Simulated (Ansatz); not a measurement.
Species: Ge2H, net charge -1, singlet state. It need not be the lowest isomer of its formula. Whether it binds its extra electron was not tested at this geometry. SMILES: [Ge-]#[GeH]
Coordinates optimised at B3LYP-D3(BJ)/def2-TZVP (Ansatz, a first-principles code):
```
Ge
H 1 1.5664
Ge 1 2.1830 2 180.00
```
Charge -1, spin multiplicity 1.

Parts of the frozen-core correlation energy in STO-3G (Ansatz, hartree). Frozen orbitals: 28; correlated occupied orbitals by spin: 5 and 5; virtual: 4 and 4. Spin-orbit coupling is left out. Non-relativistic. The restricted reference is unstable.

```tsv
term	value
reference (HF)	-4103.79693
MP2 opposite-spin	?
MP2 same-spin	-0.02430
CCSD correlation	?
(T)	?
FCI minus CCSD(T)	-0.00209
T1 diagnostic	0.015
largest doubles amplitude	0.223
```

Problem. Complete the blanks.

Solution. 
- MP2 opposite-spin, value: -0.09174
- CCSD correlation, value: -0.13024
- (T), value: -0.00239
